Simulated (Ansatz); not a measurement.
Total energies of In13P13H30, a nanocrystal cut from zinc blende InP (hydrogen-capped) from Ansatz at PBE0-D4/def2-TZVP, gas phase (1 Eh = 27.2114 eV = 2625.5 kJ/mol). The reference geometry is relaxed at PBE-D4/def2-SVP.

```xyz
56

In    2.276    2.383    0.007
In    3.196   -0.532    3.221
In    1.487    3.246    4.269
In   -1.714    2.487    1.318
In   -0.684   -0.431    4.496
In    4.155   -1.436   -1.242
In    3.309    1.531   -4.205
In   -0.847    1.672   -2.710
In    1.118   -2.127   -3.885
In    0.050   -1.147    0.243
In   -4.144   -1.221    1.485
In   -3.302   -2.013   -2.433
In   -5.082    1.748   -1.447
P     2.895    1.888    2.482
P     3.782    1.053   -1.642
P     4.678   -1.593    1.328
P    -0.057    1.315   -0.278
P     0.842   -1.476    2.678
P    -0.768    1.983    3.686
P    -3.965    1.254    0.904
P    -3.048   -1.393    3.867
P     1.712   -2.294   -1.366
P     0.914    0.400   -4.137
P    -3.169    0.506   -2.795
P    -1.370   -2.972   -3.934
P    -2.293   -2.191   -0.050
H     2.334    4.090   -0.326
H     3.804   -0.952    4.793
H     1.339    4.878    3.690
H     1.987    2.673    5.837
H    -1.878    4.200    1.059
H    -0.261   -0.847    6.129
H     5.300   -2.360   -2.165
H     3.076    3.243   -4.384
H     4.342    0.458   -5.110
H    -0.964    3.339   -3.195
H     2.118   -3.085   -4.934
H    -5.655   -2.076    1.435
H    -4.772   -2.906   -2.669
H    -4.921    3.450   -1.756
H    -6.499    0.738   -1.547
H     4.227    2.406    2.617
H     5.095    1.589   -1.420
H     6.004   -1.083    1.510
H     4.968   -2.956    1.666
H     0.889   -2.886    2.931
H    -1.734    2.560    4.577
H    -4.864    1.848    1.852
H    -3.981   -0.824    4.793
H    -3.145   -2.745    4.332
H     1.741   -3.689   -1.035
H     0.428    0.526   -5.481
H    -3.569    0.629   -4.167
H    -1.814   -2.866   -5.292
H    -1.382   -4.403   -3.859
H    -2.186   -3.587    0.256
```

```
                 state   geometry  energy (Eh)
      charge 0 singlet  reference  -6926.60771
      charge 1 doublet  reference  -6926.32451
     charge -1 doublet  reference  -6926.65004
free In atom (doublet)          –   -190.11398
 free P atom (quartet)          –   -341.13505
 free H atom (doublet)          –     -0.50104
```

In the def2 sets In takes a core potential; there is no spin–orbit coupling. Single mean-field runs in def2-TZVP are fitted with def2-universal-jkfit.

**Question.** Work out the vertical ionisation energy to the doublet.

**Answer.** E(charge 1 doublet) − E(charge 0 singlet) = -6926.32451 − (-6926.60771) = 0.28320 Eh = 7.71 eV. For comparison, −ε of the highest occupied level is 6.77 eV at this level, 0.94 eV less.

**Question.** Work out the vertical electron affinity, to the doublet.

**Answer.** E(charge 0 singlet) − E(charge -1 doublet) = -6926.60771 − (-6926.65004) = 0.04233 Eh = 1.15 eV. The basis lacks diffuse functions, which makes affinities too small.

**Question.** Give the fundamental gap IE − EA, the Mulliken electronegativity (IE + EA)/2 and the hardness (IE − EA)/2.

**Answer.** From the values in Eh: IE − EA = 0.28320 − 0.04233 = 0.24087 Eh = 6.55 eV; (IE + EA)/2 = 4.43 eV; (IE − EA)/2 = 3.28 eV. The HOMO–LUMO gap of the same run is 4.86 eV, 1.69 eV smaller than the fundamental gap.

**Question.** What is the binding energy per atom against free atoms?

**Answer.** Atoms: 13 × (-190.11398) + 13 × (-341.13505) + 30 × (-0.50104) = -6921.26859 Eh. Binding: -6921.26859 − (-6926.60771) = 5.33912 Eh = 145.28 eV, or 2.59 eV for each of 56 atoms (no zero-point energy, no counterpoise term).
